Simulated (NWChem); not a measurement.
Molecule: C$_{2}$H$_{4}$Cl$_{2}$Si; SMILES C=C[SiH](Cl)Cl

```xyz
9

Si     0.3892     0.0406     0.0000
Cl    -0.1011    -1.0712     1.6677
Cl    -0.1011    -1.0712    -1.6677
C     -0.5504     1.6333     0.0000
C      0.0788     2.8144     0.0000
H      1.8537     0.2793     0.0000
H     -1.6472     1.6068     0.0000
H      1.1725     2.8901     0.0000
H     -0.4677     3.7639     0.0000
```
Atoms are numbered in this order, from 1.

Results from NWChem. The geometry was optimised at PBE0/def2-SVP. Level: PBE0/def2-SVP with SMD (1 M gas to 1 M solution), gas-phase geometry. Reactions with the solvent are ignored.

For solvent toluene:

```
Item                                         Result
-------------------------------------------  ------
solvation free energy (kcal/mol)               -3.7
cavity-dispersion-structure term (kcal/mol)    -2.1
dipole in solution (D)                         2.71
```

Question: How do the values read with solvent water instead?

Answer: 
| Quantity | Result |
|---|---|
| solvation free energy (kcal/mol) | 0.6 |
| cavity-dispersion-structure term (kcal/mol) | 3.6 |
| dipole in solution (D) | 3.05 |
